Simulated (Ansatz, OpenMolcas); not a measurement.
**C3H4AlF (SMILES C#[C][Al]([CH3])[F]): methods side by side**

C3H4AlF has 9 atoms, charge 0, and is taken as a singlet. SMILES: `C#[C][Al]([CH3])[F]`. The shape is that of a PBE0-D4/def2-TZVP optimisation.

```jsonl
{"atom": "C", "x (Å)": "0.2148", "y (Å)": "2.7699", "z (Å)": "0.3442"}
{"atom": "C", "x (Å)": "0.3055", "y (Å)": "1.6313", "z (Å)": "-0.0550"}
{"atom": "Al", "x (Å)": "0.4066", "y (Å)": "-0.1783", "z (Å)": "-0.6266"}
{"atom": "C", "x (Å)": "-0.4384", "y (Å)": "-1.6622", "z (Å)": "0.2741"}
{"atom": "F", "x (Å)": "1.2862", "y (Å)": "-0.4603", "z (Å)": "-1.9934"}
{"atom": "H", "x (Å)": "0.1392", "y (Å)": "3.7762", "z (Å)": "0.6904"}
{"atom": "H", "x (Å)": "-1.1596", "y (Å)": "-2.1569", "z (Å)": "-0.3836"}
{"atom": "H", "x (Å)": "0.2989", "y (Å)": "-2.4198", "z (Å)": "0.5557"}
{"atom": "H", "x (Å)": "-0.9646", "y (Å)": "-1.3461", "z (Å)": "1.1773"}
```

Each level gives the HOMO–LUMO gap (eV). The values are calculated.

```csv
level,kind,program,value (eV),CPU time
BLYP/cc-pVDZ,GGA,Ansatz,4.95,3.5 s
PBE/cc-pVDZ,GGA,OpenMolcas,5.02,63 s
revPBE/cc-pVDZ,GGA,OpenMolcas,5.05,63 s
PBE0/cc-pVDZ,global hybrid,Ansatz,7.08,4 s
r2SCAN0/cc-pVDZ,hybrid meta-GGA,Ansatz,7.41,7.8 s
HSE06/cc-pVDZ,range-separated hybrid,Ansatz,6.30,4.9 s
wB97X/cc-pVDZ,range-separated hybrid,Ansatz,11.55,14 s
PBE-QIDH/cc-pVDZ,double hybrid,Ansatz,10.60,6.2 s
```

The values span 4.95 to 11.55 eV. Orbital gaps aren't excitation energies, and those of double hybrids come from the SCF part alone; they tend to grow with the share of exact exchange. Times are those of the runs behind each value, whatever else they computed, on shared processors of several kinds: orders of magnitude only.
